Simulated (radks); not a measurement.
Values are calculated unless marked as measured or tabulated.
Excited configurations of K III: one electron is placed in a higher orbital outside [Ne] 3s2 3p4. The ground configuration is [Ne] 3s2 3p5. Code: a radial shooting solver on a logarithmic mesh with Libxc functionals. Model: scalar-relativistic Kohn-Sham, BLYP, spin-polarised, spherical densities, finite nucleus; open shells are filled with parallel spins first; Fermi nuclear charge, rms radius 3.4349 fm. Excitation = E - E(ground); binding = E(ion) - E, where the ion is the core of charge +3; n* = 3/sqrt(2 binding) in atomic units, and the quantum defect is n - n*.

outer orbital,excitation (eV),binding (eV),n*,quantum defect,eigenvalue (eV)
3d,21.903,23.759,2.270,0.730,-17.584
4s,25.445,20.218,2.461,1.539,-17.025
4p,29.410,16.252,2.745,1.255,-13.524
4d,34.712,10.951,3.344,0.656,-8.992
4f,37.735,7.927,3.930,0.070,-6.271
5d,38.888,6.775,4.251,0.749,-5.668
5f,40.271,5.392,4.766,0.234,-4.423
6s,39.191,6.472,4.350,1.650,-5.584
6p,39.908,5.755,4.613,1.387,-4.935
7p,41.645,4.018,5.521,1.479,-3.470
7d,42.298,3.365,6.033,0.967,-2.884
7f,42.748,2.915,6.482,0.518,-2.477

The Delta-SCF ionisation energy is 45.662 eV (NIST Atomic Spectra Database: 45.803 eV, semi-empirical). Self-interaction in the functional shifts the binding energies and quantum defects, so they are the method's values and not measured ones. Open shells are spherical and high-spin; term and fine-structure splittings are not resolved.
